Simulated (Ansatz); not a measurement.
Species: ScF (charge 0, singlet). 
Structure (B3LYP-D3(BJ)/def2-TZVP (Ansatz, an electronic-structure program) minimum search):
SMILES: [Sc][F]
```xyz
2

Sc     0.0000     0.0000    -0.5379
F      0.0000     0.0000     1.2551
```
Charge 0, spin multiplicity 1.

Basis-set convergence of Hartree-Fock and MP2 correlation energies (hartree) with Ansatz. Correlated levels leave the core frozen unless marked. Spin-orbit coupling is left out. The frozen core is the preceding noble-gas configuration, with the filled d and f shells of earlier blocks. Non-relativistic.

The Hartree-Fock reference is unstable (checked in the largest basis), which strains HF and MP2. 

| basis | functions | E(HF) | E(corr, MP2) |
|---|---|---|---|
| def2-SVP | 45 | -859.05055 | -0.23999 |
| def2-TZVPP | 95 | -859.28150 | -0.31413 |
| def2-QZVPP | 150 | -859.29989 | -0.34064 |

Extrapolating the two largest sets (X = 3 and 4) as X^-3: E(corr) = (64·(-0.34064) - 27·(-0.31413))/37 = -0.3600 Eh, an estimate of the basis-set limit. The largest set recovers 94.6 % of it, the smallest 66.7 %.
